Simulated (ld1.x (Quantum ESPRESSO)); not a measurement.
# molybdenum ultrasoft: all-electron and pseudo phase curves

molybdenum (Mo), ultrasoft, made with ld1.x (Quantum ESPRESSO) 7.5 (LDA (PZ), scalar-relativistic). Core [Ar] 3d10, reference 4s2 4p6 4d5 5s0.5 5p0 (charge +0.5). Waves: 4s (bound): rcut 1.45, rcutus 1.70 bohr; 5s (bound): rcut 1.45, rcutus 1.70 bohr; 4p (bound): rcut 2.00, rcutus 2.25 bohr; 5p (bound, empty): rcut 2.00, rcutus 2.25 bohr; 4d (bound): rcut 1.90, rcutus 2.50 bohr; 4d channel at 3.85 Ry: rcut 1.90, rcutus 2.50 bohr. Local part: all-electron potential smoothed inside 1.45 bohr (lloc = -1). Core correction: a·sin(br)/r model core inside 1.05 bohr. Augmentation charge: PSQ, inside the norm-conserving radii.

The phase is arctan(r·u′/u) with u = r·R(r), unwrapped; energies in Ry, scanned from -7 to 5 Ry. A pole is an energy at which the radial function vanishes at the test radius. The pseudo phase is shifted by a multiple of π to meet the all-electron one at the reference energy, and phase errors are pseudo minus all-electron; the curves can meet again beyond the range given. Levels narrower than the energy grid can be missing from the lists of poles.

Problem. For each channel, where are the poles, and over which energies does the pseudopotential scatter like the atom?

Solution.

| channel | radius (bohr) | reference energy (Ry) | poles, all-electron | poles, pseudo | unbroken range about the reference energy with phases within 0.05 rad | phase error 1 Ry above the reference energy (rad) |
| --- | --- | --- | --- | --- | --- | --- |
| s | 2.70 | -0.53 | -4.95, 2.12 | -4.95, 2.13 | the whole range | +0.000 |
| p | 2.70 | -0.26 | -3.00, 3.31 | -3.83, -3.00, 2.66 | -3.1 to 0.5 | -0.069 |
| d | 2.70 | -0.53 | -0.06 | -0.07 | the whole range | -0.003 |

The ghost test of this file was not conclusive. Its overlap operator is not positive definite in a basis up to 400 Ry (lowest eigenvalue p -0.42), so the file is unfit for use: the generalised eigenproblem breaks down once the basis is large enough, and its test numbers describe a broken file.

Phases in the s channel:

| E (Ry) | all-electron | pseudo |
| --- | --- | --- |
| -7.00 | 1.414 | 1.414 |
| -6.48 | 1.405 | 1.405 |
| -5.96 | 1.393 | 1.393 |
| -5.44 | 1.371 | 1.371 |
| -4.92 | -1.636 | -1.636 |
| -4.40 | -1.757 | -1.757 |
| -3.88 | -1.782 | -1.782 |
| -3.36 | -1.808 | -1.808 |
| -2.84 | -1.841 | -1.841 |
| -2.32 | -1.889 | -1.889 |
| -1.80 | -1.966 | -1.966 |
| -1.28 | -2.115 | -2.115 |
| -0.76 | -2.499 | -2.499 |
| -0.24 | -3.538 | -3.538 |
| 0.28 | -4.261 | -4.261 |
| 0.80 | -4.504 | -4.504 |
| 1.32 | -4.617 | -4.616 |
| 1.84 | -4.684 | -4.684 |
| 2.36 | -4.734 | -4.732 |
| 2.88 | -4.776 | -4.774 |
| 3.40 | -4.817 | -4.814 |
| 3.92 | -4.864 | -4.859 |
| 4.44 | -4.927 | -4.917 |
| 4.96 | -5.029 | -5.007 |
